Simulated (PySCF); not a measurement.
PySCF input file for CBr3, SMILES Br[C](Br)Br, multiplicity 2, PBE-D3(BJ)/def2-SVP. The structure is a stationary point at PBE-D3(BJ)/def2-SVP.

```python
import numpy as np
from pyscf import gto, scf, dft, df
from pyscf.hessian import thermo

mol = gto.M(
    atom='''
    C     0.00000000    0.00000000    0.28866862
    Br    1.60988805    0.92946930   -0.01649535
    Br   -1.60988805    0.92946930   -0.01649535
    Br    0.00000000   -1.85893860   -0.01649535
    ''',
    basis='def2-SVP',
    charge=0,
    spin=1,
    max_memory=1600,
    verbose=3,
)
mf = dft.UKS(mol, xc='pbe').density_fit(auxbasis='def2-universal-jkfit')
mf.disp = 'd3bj'
mf.grids.level = 3
mf.conv_tol = 1e-11
mf.max_cycle = 100
mf.kernel()
fine, coarse = mf.grids, dft.Grids(mol).set(level=1).build(with_non0tab=True)
for _ in range(3):  # follow internal instabilities
    mf.grids = coarse
    mo, _, stable, _ = mf.stability(return_status=True, nroots=4)
    mf.grids = fine
    if stable:
        break
    mf.kernel(mf.make_rdm1(mo, mf.mo_occ))

# [left out here: the lines that compute and print the analytic Hessian (its translational invariance restored by hand, since the grid's response is missing), thermochemistry and intensities]
```

Program output:

```

WARN: HOMO -0.169482690206141 >= LUMO -0.169482690206143

converged SCF energy = -7758.34666910056  <S^2> = 0.75267201  2S+1 = 2.0026702
<class 'pyscf.df.df_jk.DFUKS'> wavefunction is stable in the internal stability analysis

WARN: DFTD3 does not support analytical Hessian, using finite difference


WARN: Mole.unit (angstrom) is changed to Bohr

Mode                                 0                   1                   2
Irrep
Freq [cm^-1]                      156.0373            156.0505            230.3883
Reduced mass [au]                  69.5526             69.5541             20.7782
Force const [Dyne/A]                0.9977              0.9979              0.6498
Char temp [K]                     224.5029            224.5219            331.4775
Normal mode                   x     y     z       x     y     z       x     y     z
       0   C                -0.00 -0.05 -0.00   -0.05  0.00  0.00   -0.00 -0.00 -0.20
       1  Br                -0.06  0.03 -0.00   -0.03 -0.06 -0.00    0.04  0.02  0.01
       2  Br                 0.06  0.03 -0.00   -0.03  0.06  0.00   -0.04  0.02  0.01
       3  Br                 0.00 -0.06  0.00    0.07  0.00 -0.00    0.00 -0.04  0.01
Mode                                 3                   4                   5
Irrep
Freq [cm^-1]                      303.2081            748.6559            748.6782
Reduced mass [au]                  22.5891             12.8458             12.8458
Force const [Dyne/A]                1.2236              4.2421              4.2423
Char temp [K]                     436.2489           1077.1492           1077.1812
Normal mode                   x     y     z       x     y     z       x     y     z
       0   C                -0.00 -0.00 -0.19    0.00  0.28 -0.00    0.28 -0.00  0.00
       1  Br                -0.04 -0.02  0.01   -0.01 -0.01  0.00   -0.02 -0.01  0.00
       2  Br                 0.04 -0.02  0.01    0.01 -0.01  0.00   -0.02  0.01 -0.00
       3  Br                 0.00  0.05  0.01   -0.00 -0.02 -0.00   -0.00  0.00  0.00
temperature 298.1500 [K]
pressure 101325.00 [Pa]
Rotational constants [GHz] 1.21706 1.21706 0.61009
Symmetry number 3
Zero-point energy (ZPE) 0.00534 [Eh]   14014.361 [J/mol]
                           tot       elec      trans        rot        vib
Entropy [J/mol/K]       338.462      5.763    177.693    117.449     37.556
Cv [J/mol/K]             61.478      0.000     12.472     12.472     36.535
Cp [J/mol/K]             69.793      0.000     20.786     12.472     36.535
Internal energy [J/mol]                      3718.434   3718.434  20278.031
Internal energy [Eh]   -7758.33611  -7758.34667
Enthalpy [J/mol]                             6197.391   3718.434  20278.031
Enthalpy [Eh]          -7758.33517
Gibbs free energy [J/mol]                  -46781.906 -31298.924   9080.577
Gibbs free energy [Eh] -7758.37360
mode   freq/cm-1   IR/(km/mol)
   1      156.04         0.005
   2      156.05         0.005
   3      230.39         2.017
   4      303.21         1.610
   5      748.66       146.641
   6      748.68       146.640
max |gradient| / (hartree/bohr): 4.5684940560564375e-05
APT charges: [ 0.7911 -0.2637 -0.2637 -0.2637]
```

The run converged.

Cost: about 5 core-minutes (a rough figure).
